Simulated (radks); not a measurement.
The numbers below are computed, except where a source is named.
Excited configurations of Ce: one electron is placed in a higher orbital outside [Xe] 4f1 5d2. The ground configuration is [Xe] 4f1 5d1 6s2. Level of theory: Dirac Kohn-Sham, PBEsol, spin-unpolarised, spherical densities, point nucleus; open shells fill j = l - 1/2 first (a radial shooting solver on a logarithmic mesh with Libxc functionals). Excitation = E - E(ground); binding = E(ion) - E, where the ion is the core of charge +1; n* = 1/sqrt(2 binding) in atomic units, and the quantum defect is n - n*.

| outer orbital | excitation (eV) | binding (eV) | n* | quantum defect | eigenvalue (eV) |
|---|---|---|---|---|---|
| 6s1/2 | 0.820 | 5.311 | 1.601 | 4.399 | -3.188 |
| 6p1/2 | 2.911 | 3.220 | 2.055 | 3.945 | -1.638 |
| 6d3/2 | 4.690 | 1.442 | 3.072 | 2.928 | -0.712 |
| 6f5/2 | 5.500 | 0.632 | 4.641 | 1.359 | -0.361 |
| 7p1/2 | 4.619 | 1.513 | 2.999 | 4.001 | -0.880 |

The Delta-SCF ionisation energy is 6.131 eV (NIST Atomic Spectra Database: 5.539 eV, measured). Self-interaction in the functional shifts the binding energies and quantum defects, so they are the method's values and not measured ones. Spin polarisation and multiplet splitting are left out, so open shells lie too high by an amount that depends on their filling.

Beside tabulated values, note that spin-unpolarised runs miss the spin-polarisation part of the exchange energy of open shells.
